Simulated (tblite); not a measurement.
Record of a relaxation.

Compound: C5H11NOSi.
SMILES with atom numbers: `[CH:1]#[C:2][Si@:3]([CH3:4])([NH2:5])[CH2:6][O:7][CH3:8]` (hydrogens: H9 on C1; H10, H11, H12 on C4; H13, H14 on N5; H15, H16 on C6; H17, H18, H19 on C8)

Computed with GFN2-xTB (tblite), gas phase: L-BFGS steps from a force-field or distance-geometry start until the largest atomic force falls under 0.01 eV/Å. 7 of its 157 geometries are shown.

Step 0: E = -678.1808 eV, largest atomic force 3.422 eV/Å
```
atom  x, y, z in Å  |  force x, y, z in eV/Å
C1     -2.770   -1.477    1.596    0.922   0.757  -1.063
C2     -2.017   -0.899    0.823   -2.083  -1.782   2.049
Si3    -0.853   -0.070   -0.300   -0.927   0.404  -1.664
C4     -1.114    1.779   -0.051   -0.210   0.356   0.593
N5     -1.213   -0.615   -1.932    0.331   0.024   1.034
C6      0.854   -0.483    0.264    0.240  -0.223   1.647
O7      1.738    0.588    0.088    1.002  -0.384   0.284
C8      2.984    0.115    0.570    0.171  -0.276  -0.858
H9     -3.452   -1.976    2.252    0.426   0.327  -0.368
H10    -0.745    2.297   -0.939   -0.354   0.195   0.375
H11    -0.544    2.135    0.834   -0.505  -0.073  -0.677
H12    -2.201    1.946    0.127    0.911   0.302  -0.284
H13    -0.471   -0.529   -2.615   -0.626  -0.020  -0.110
H14    -2.176   -0.604   -2.250    0.678   0.081  -0.198
H15     1.237   -1.401   -0.172    0.189  -0.252  -0.248
H16     0.827   -0.668    1.388   -0.180  -0.174  -0.853
H17     3.225   -0.780   -0.074    0.278   0.534   0.688
H18     3.767    0.870    0.436   -0.329  -0.060   0.109
H19     2.914   -0.217    1.629    0.066   0.266  -0.454
```

Step 26: E = -678.6389 eV, largest atomic force 0.059 eV/Å
```
atom  x, y, z in Å  |  force x, y, z in eV/Å
C1     -2.839   -1.494    1.595    0.005  -0.002  -0.021
C2     -2.114   -0.921    0.826   -0.007  -0.036   0.011
Si3    -0.907   -0.029   -0.274   -0.025   0.040   0.015
C4     -1.143    1.849   -0.042   -0.004   0.015  -0.003
N5     -1.164   -0.662   -1.864    0.005  -0.018   0.022
C6      0.825   -0.598    0.305    0.004  -0.010  -0.019
O7      1.768    0.431    0.067    0.027  -0.026  -0.007
C8      3.050    0.109    0.528    0.024   0.008  -0.001
H9     -3.477   -2.007    2.255   -0.038   0.005   0.008
H10    -0.776    2.401   -0.903    0.001  -0.011  -0.001
H11    -0.614    2.224    0.828    0.005  -0.040   0.013
H12    -2.196    2.091    0.085    0.002   0.017  -0.023
H13    -0.462   -0.521   -2.573    0.015   0.006   0.022
H14    -2.084   -0.607   -2.270    0.005   0.019   0.003
H15     1.128   -1.517   -0.215    0.028  -0.011  -0.011
H16     0.803   -0.839    1.377    0.017   0.007   0.013
H17     3.472   -0.752   -0.010   -0.058   0.002   0.010
H18     3.682    0.980    0.355   -0.012   0.013   0.007
H19     3.038   -0.127    1.602    0.005   0.020  -0.040
```

Step 52: E = -678.6555 eV, largest atomic force 0.081 eV/Å
```
atom  x, y, z in Å  |  force x, y, z in eV/Å
C1     -2.990   -1.497    1.559    0.016   0.011  -0.007
C2     -2.180   -0.953    0.858    0.052  -0.015  -0.015
Si3    -0.919   -0.079   -0.201    0.011  -0.010   0.002
C4     -1.111    1.804    0.022    0.012  -0.014   0.004
N5     -1.147   -0.667   -1.810    0.006  -0.054   0.009
C6      0.840   -0.631    0.328    0.003   0.025   0.017
O7      1.734    0.427    0.027    0.008   0.001  -0.081
C8      3.049    0.173    0.436   -0.014   0.007   0.004
H9     -3.698   -1.982    2.171    0.016   0.022  -0.026
H10    -0.584    2.333   -0.767    0.021   0.017   0.017
H11    -0.702    2.140    0.969   -0.023   0.014   0.009
H12    -2.155    2.104   -0.017   -0.003  -0.009   0.014
H13    -0.377   -0.622   -2.457   -0.001   0.005  -0.011
H14    -2.017   -0.496   -2.288    0.007   0.007   0.010
H15     1.162   -1.545   -0.190   -0.064   0.008   0.010
H16     0.879   -0.848    1.404   -0.021  -0.013   0.028
H17     3.453   -0.733   -0.036   -0.037   0.002  -0.007
H18     3.649    1.031    0.139   -0.008   0.017  -0.004
H19     3.104    0.050    1.525    0.019  -0.021   0.029
```

Step 78: E = -678.6703 eV, largest atomic force 0.035 eV/Å
```
atom  x, y, z in Å  |  force x, y, z in eV/Å
C1     -3.066   -1.480    1.497    0.014  -0.002  -0.005
C2     -2.196   -0.973    0.841   -0.024  -0.013   0.014
Si3    -0.913   -0.093   -0.179    0.007   0.013   0.010
C4     -1.111    1.781    0.118    0.000   0.000  -0.012
N5     -1.100   -0.691   -1.789    0.006   0.000   0.013
C6      0.842   -0.619    0.374   -0.004   0.011   0.005
O7      1.735    0.361   -0.126   -0.005   0.005   0.002
C8      3.054    0.184    0.308    0.002  -0.011   0.002
H9     -3.820   -1.940    2.071    0.009  -0.005   0.002
H10    -0.389    2.340   -0.470   -0.004   0.004   0.001
H11    -0.950    2.037    1.161   -0.006  -0.012  -0.010
H12    -2.106    2.126   -0.151    0.006  -0.018  -0.017
H13    -0.302   -0.685   -2.402    0.017   0.021  -0.021
H14    -1.944   -0.506   -2.306    0.006   0.016   0.025
H15     1.115   -1.613   -0.004    0.001   0.016  -0.002
H16     0.919   -0.665    1.469   -0.020   0.003  -0.001
H17     3.490   -0.740   -0.095   -0.006  -0.024   0.006
H18     3.630    1.039   -0.046   -0.013   0.001  -0.033
H19     3.106    0.144    1.404    0.013  -0.005   0.017
```

Step 104: E = -678.6837 eV, largest atomic force 0.050 eV/Å
```
atom  x, y, z in Å  |  force x, y, z in eV/Å
C1     -3.044   -1.539    1.485    0.005   0.000  -0.005
C2     -2.191   -1.014    0.820   -0.016   0.018   0.007
Si3    -0.913   -0.077   -0.156   -0.011  -0.006   0.019
C4     -1.175    1.789    0.135   -0.024   0.025   0.019
N5     -1.019   -0.632   -1.788    0.047  -0.014  -0.008
C6      0.828   -0.568    0.462    0.003   0.011  -0.009
O7      1.740    0.314   -0.168    0.028   0.035  -0.004
C8      3.069    0.108    0.220    0.026  -0.002   0.008
H9     -3.784   -2.016    2.062    0.016  -0.009  -0.018
H10    -0.334    2.359   -0.252   -0.027  -0.011   0.005
H11    -1.276    2.024    1.191    0.010  -0.007  -0.022
H12    -2.077    2.138   -0.362    0.020   0.005   0.005
H13    -0.226   -0.473   -2.390   -0.016  -0.021   0.013
H14    -1.876   -0.508   -2.302   -0.008   0.014   0.007
H15     1.077   -1.607    0.210   -0.014  -0.025   0.001
H16     0.911   -0.475    1.552   -0.007  -0.003   0.003
H17     3.424   -0.888   -0.080   -0.012   0.016   0.008
H18     3.668    0.871   -0.277   -0.009  -0.032   0.007
H19     3.188    0.204    1.309   -0.012   0.004  -0.037
```

Step 130: E = -678.6902 eV, largest atomic force 0.032 eV/Å
```
atom  x, y, z in Å  |  force x, y, z in eV/Å
C1     -3.031   -1.617    1.432   -0.006  -0.008   0.012
C2     -2.191   -1.012    0.821    0.014   0.012   0.002
Si3    -0.916   -0.030   -0.115   -0.017  -0.022   0.015
C4     -1.236    1.828    0.167    0.006  -0.009  -0.003
N5     -0.974   -0.590   -1.746   -0.004  -0.010   0.009
C6      0.824   -0.501    0.522   -0.005  -0.002  -0.008
O7      1.749    0.269   -0.226    0.005  -0.005   0.005
C8      3.081    0.036    0.139    0.003  -0.007   0.000
H9     -3.759   -2.158    1.966    0.008   0.009  -0.011
H10    -0.368    2.416   -0.115    0.008   0.007  -0.006
H11    -1.463    2.049    1.206    0.000  -0.002   0.007
H12    -2.077    2.168   -0.430   -0.023   0.014   0.006
H13    -0.137   -0.523   -2.302    0.014   0.008  -0.010
H14    -1.789   -0.406   -2.309    0.007   0.004  -0.008
H15     1.024   -1.571    0.381    0.006  -0.002   0.007
H16     0.942   -0.293    1.594   -0.013   0.005  -0.017
H17     3.364   -1.012   -0.031   -0.007   0.006   0.000
H18     3.700    0.684   -0.480   -0.002  -0.002  -0.004
H19     3.249    0.273    1.198    0.004   0.002   0.004
```

Step 156: E = -678.6929 eV, largest atomic force 0.009 eV/Å
```
atom  x, y, z in Å  |  force x, y, z in eV/Å
C1     -2.995   -1.649    1.429   -0.008   0.002   0.000
C2     -2.183   -1.015    0.810    0.007   0.002  -0.003
Si3    -0.924   -0.011   -0.123    0.002  -0.001  -0.001
C4     -1.275    1.841    0.164    0.002  -0.007   0.002
N5     -0.941   -0.556   -1.760    0.003   0.002  -0.003
C6      0.808   -0.471    0.540   -0.005   0.001  -0.002
O7      1.751    0.235   -0.246    0.000   0.001  -0.002
C8      3.077   -0.012    0.131    0.000  -0.002  -0.002
H9     -3.705   -2.210    1.966   -0.006   0.000   0.000
H10    -0.463    2.452   -0.220   -0.006   0.000   0.002
H11    -1.392    2.071    1.219   -0.001   0.001  -0.005
H12    -2.188    2.146   -0.340    0.001  -0.001   0.006
H13    -0.075   -0.520   -2.275   -0.007   0.002   0.000
H14    -1.718   -0.329   -2.359    0.006  -0.005   0.004
H15     0.990   -1.551    0.467    0.003   0.006   0.003
H16     0.924   -0.200    1.598    0.002  -0.003  -0.002
H17     3.331   -1.074    0.017    0.003   0.007   0.002
H18     3.712    0.586   -0.522   -0.001  -0.007   0.001
H19     3.253    0.277    1.176    0.003   0.001  -0.003
```

Q: Summarise the path.

A: The energy falls by 0.5121 eV from step 0 to step 156; nine tenths of that is first reached at step 32. It never rises by more than 0.2 meV. The largest force goes from 3.422 to 0.009 eV/Å. Among the bonds Si3–C6 changes most, from 1.845 to 1.911 Å; the atoms move by 0.555 Å rms after alignment.

What follows is the cost of the whole relaxation. Hardware: Intel Xeon at 2.50 GHz, one thread, on a shared host. Cost: 4.2 s.
